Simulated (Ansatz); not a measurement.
# Relaxing a trial structure of CHAgN

The starting geometry of this gas-phase doublet was optimised with GFN2-xTB; its bonds are those of `[N]=[CH][Ag]`.

```yaml
atoms:
  - { symbol: C, position_ang: [-0.2654, -0.0190, 1.6742] }
  - { symbol: Ag, position_ang: [-1.3950, -0.4182, 3.4402] }
  - { symbol: N, position_ang: [0.9088, -0.2050, 1.8138] }
  - { symbol: H, position_ang: [-0.8226, 0.3180, 0.7879] }
```

Problem. Predict what it relaxes into with PBE0-D4/def2-TZVP.

Solution. A bond breaks, giving a structure given below by its coordinates. Contacts that open: C1–Ag2 (2.13 → 3.67 Å).

The energy falls by 0.32 eV over 38 steps:

| step | E − E(last) (eV) |
| --- | --- |
| 1 | 0.325 |
| 5 | 0.186 |
| 9 | 0.063 |
| 13 | 0.033 |
| 17 | 0.032 |
| 22 | 0.032 |
| 26 | 0.031 |
| 30 | 0.020 |
| 34 | 0.002 |
| 38 | 0.000 |

Final geometry (Å):

```yaml
atoms:
  - { symbol: C, position_ang: [-0.3877, 0.1062, 1.0117] }
  - { symbol: Ag, position_ang: [-0.4391, -0.6256, 4.6101] }
  - { symbol: N, position_ang: [0.1913, -0.1430, 1.9689] }
  - { symbol: H, position_ang: [-0.9388, 0.3384, 0.1254] }
```

No frequencies were run, so the end isn't proven a minimum. Open shells are spin-unrestricted. Atoms past krypton carry core potentials, without spin–orbit terms. Run with Ansatz 0.2.0, 85 s on 2 threads of Arm Neoverse V2, on a shared host.
